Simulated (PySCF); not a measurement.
# Electron correlation in Fe (iron, neutral)

[Ar] 3d7 4s1, high-spin 5F determinant (an excited configuration). Calculation: PySCF 2.14, in def2-QZVPPD; the non-relativistic Hamiltonian (point nucleus). Frozen: [Ar]; 8 electrons correlated.

```tsv
level	correlation energy (mhartree)
CCSD	-230.32
(T)	-11.15
CCSD(T)	-241.47
```

Diagnostics: T1 = 0.026, D1 = 0.0643, largest double amplitude 0.024.

Cost of the coupled-cluster step: about 40 core-seconds, for 8 correlated electrons.
